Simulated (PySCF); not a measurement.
CH₇ClN₂Sn (SMILES [CH3][Sn]([NH2])([NH2])[Cl]), singlet, at a GFN2-xTB geometry (such geometries of metal compounds can be far from the true shape) (all electrons, no relativity), with bond 8-1 at 2.4 times its length; CASSCF(6,5)/STO-3G in PySCF.

The PySCF input:
```python
from pyscf import gto, scf, mcscf
import numpy

mol = gto.M(
    atom='''
C     2.065854   -0.124793    0.930689
Sn    0.039695    0.123937    0.191593
N    -1.303718   -0.544727    1.572942
N    -0.394918    2.100675   -0.162347
Cl   -0.287269   -1.145837   -1.759592
H     2.157288   -1.118424    1.351676
H     2.244949    0.619242    1.696104
H     3.755649    0.170824   -1.023703
H    -1.859598   -1.325415    1.244755
H    -1.956165    0.179307    1.849565
H     0.310020    2.557477   -0.729182
H    -1.272295    2.228907   -0.654161
''',
    basis='sto-3g',
    charge=0,
    spin=0,
    verbose=4,
)

mf = scf.RHF(mol)
mf.kernel()
mc = mcscf.CASSCF(mf, 5, 6)
mc.fix_spin_(ss=0.0)
mc.kernel()
occ = numpy.linalg.eigvalsh(mc.fcisolver.make_rdm1(mc.ci, mc.ncas, mc.nelecas))[::-1]
ss = mc.fcisolver.spin_square(mc.ci, mc.ncas, mc.nelecas)[0]
print('natural occupations', occ.round(4), ' <S^2>', round(ss, 4))
```

Output, abridged:

```
PySCF version 2.14.0

[INPUT] verbose = 4
[INPUT] num. atoms = 12
[INPUT] num. electrons = 94
[INPUT] charge = 0
[INPUT] spin (= nelec alpha-beta = 2S) = 0
[INPUT] symmetry False subgroup None
[INPUT] Mole.unit = angstrom
[INPUT] Symbol           X                Y                Z      unit          X                Y                Z       unit  Magmom
[...]
nuclear repulsion = 635.875204397602
number of shells = 32
number of NR pGTOs = 174
number of NR cGTOs = 58
basis = sto-3g
ecp = {}

******** <class 'pyscf.scf.hf.RHF'> ********
method = RHF
initial guess = minao
damping factor = 0
level_shift factor = 0
DIIS = <class 'pyscf.scf.diis.CDIIS'>
diis_start_cycle = 1
diis_space = 8
diis_damp = 0
SCF conv_tol = 1e-09
SCF conv_tol_grad = None
SCF max_cycles = 50
direct_scf = True
direct_scf_tol = 1e-13
Set gradient conv threshold to 3.16228e-05
Initial guess from minao.
init E= -6549.36445453527
[...]
cycle= 1 E= -6566.35379270505  delta_E=  -17  |g|= 0.62  |ddm|= 4.21
[...]
cycle= 2 E= -6566.47156568322  delta_E= -0.118  |g|= 0.477  |ddm|= 2.15
[...]
cycle= 3 E= -6566.58189046777  delta_E= -0.11  |g|= 0.191  |ddm|= 1.18
[...]
cycle= 4 E= -6566.59973599748  delta_E= -0.0178  |g|= 0.0278  |ddm|= 0.336
[...]
cycle= 5 E= -6566.60037773348  delta_E= -0.000642  |g|= 0.00861  |ddm|= 0.0826
[...]
cycle= 6 E= -6566.60047977837  delta_E= -0.000102  |g|= 0.00368  |ddm|= 0.0361
[...]
cycle= 7 E= -6566.60049928399  delta_E= -1.95e-05  |g|= 0.000904  |ddm|= 0.0164
[...]
cycle= 8 E= -6566.60050061054  delta_E= -1.33e-06  |g|= 0.000339  |ddm|= 0.00388
[...]
cycle= 9 E= -6566.60050076572  delta_E= -1.55e-07  |g|= 9.62e-05  |ddm|= 0.00138
[...]
cycle= 10 E= -6566.60050078049  delta_E= -1.48e-08  |g|= 2.17e-05  |ddm|= 0.000512
[...]
cycle= 11 E= -6566.60050078113  delta_E= -6.4e-10  |g|= 4.37e-06  |ddm|= 0.000111
[...]
Extra cycle  E= -6566.60050078114  delta_E= -4.55e-12  |g|= 2.07e-06  |ddm|= 1.16e-05
converged SCF energy = -6566.60050078114

******** <class 'pyscf.mcscf.mc1step.CASSCF'> ********
CAS (3e+3e, 5o), ncore = 44, nvir = 9
max_cycle_macro = 50
max_cycle_micro = 4
conv_tol = 1e-07
conv_tol_grad = None
orbital rotation max_stepsize = 0.02
orbital rotation threshold for CI restart = 0.01
augmented hessian ah_max_cycle = 30
augmented hessian ah_conv_tol = 1e-12
augmented hessian ah_linear dependence = 1e-14
augmented hessian ah_level shift = 1e-08
augmented hessian ah_start_tol = 2.5
augmented hessian ah_start_cycle = 3
augmented hessian ah_grad_trust_region = 3
[...]
CASCI E = -6566.76797301490  S^2 = 0.0000000
[...]
macro iter  40 (  7 JK    2 micro), CASSCF E = -6566.79554464951  dE = -2.13587537e-05  S^2 = 0.0000000
               |grad[o]|=0.000577  |grad[c]|=0.000363  |ddm|=0.000355  |maxRot[o]|=0.0699
macro iter  41 (  7 JK    2 micro), CASSCF E = -6566.79557021794  dE = -2.55684236e-05  S^2 = 0.0000000
               |grad[o]|=0.00057  |grad[c]|=0.00076  |ddm|=0.000462  |maxRot[o]|=0.0699
macro iter  42 (  7 JK    2 micro), CASSCF E = -6566.79560007374  dE = -2.98558025e-05  S^2 = 0.0000000
               |grad[o]|=0.000571  |grad[c]|=0.00117  |ddm|=0.000514  |maxRot[o]|=0.0699
macro iter  43 (  7 JK    2 micro), CASSCF E = -6566.79563393056  dE = -3.38568179e-05  S^2 = 0.0000000
               |grad[o]|=0.000575  |grad[c]|=0.0015  |ddm|=0.00057  |maxRot[o]|=0.0699
macro iter  44 (  7 JK    2 micro), CASSCF E = -6566.79567108114  dE = -3.71505857e-05  S^2 = 0.0000000
               |grad[o]|=0.000581  |grad[c]|=0.0017  |ddm|=0.000613  |maxRot[o]|=0.0699
macro iter  45 (  7 JK    2 micro), CASSCF E = -6566.79571040282  dE = -3.93216806e-05  S^2 = 0.0000000
               |grad[o]|=0.000586  |grad[c]|=0.00172  |ddm|=0.000643  |maxRot[o]|=0.0699
macro iter  46 (  7 JK    2 micro), CASSCF E = -6566.79575044103  dE = -4.00382069e-05  S^2 = 0.0000000
               |grad[o]|=0.000586  |grad[c]|=0.00157  |ddm|=0.000664  |maxRot[o]|=0.0699
macro iter  47 (  7 JK    2 micro), CASSCF E = -6566.79578956337  dE = -3.91223421e-05  S^2 = 0.0000000
               |grad[o]|=0.000579  |grad[c]|=0.00125  |ddm|=0.000663  |maxRot[o]|=0.0699
macro iter  48 (  7 JK    2 micro), CASSCF E = -6566.79582612435  dE = -3.65609785e-05  S^2 = 0.0000000
               |grad[o]|=0.000561  |grad[c]|=0.000793  |ddm|=0.000652  |maxRot[o]|=0.0699
macro iter  49 (  7 JK    2 micro), CASSCF E = -6566.79585861411  dE = -3.24897574e-05  S^2 = 0.0000000
               |grad[o]|=0.00053  |grad[c]|=0.000265  |ddm|=0.000618  |maxRot[o]|=0.0699
macro iter  50 (  7 JK    2 micro), CASSCF E = -6566.79588575205  dE = -2.71379422e-05  S^2 = 0.0000000
               |grad[o]|=0.000483  |grad[c]|=0.00042  |ddm|=0.000571  |maxRot[o]|=0.0699
1-step CASSCF not converged,  50 macro (539 JK 130 micro) steps
CASSCF canonicalization
Density matrix diagonal elements [1.99735881 1.97216868 1.31857757 0.68185011 0.03004482]
CASSCF energy = -6566.79588575205
CASCI E = -6566.79588575205  E(CI) = -8.44280924364648  S^2 = 0.0000000
natural occupations [1.9995 1.9706 1.3189 0.6814 0.0297]  <S^2> 0.0
```

The run did not converge; its last values are not results.
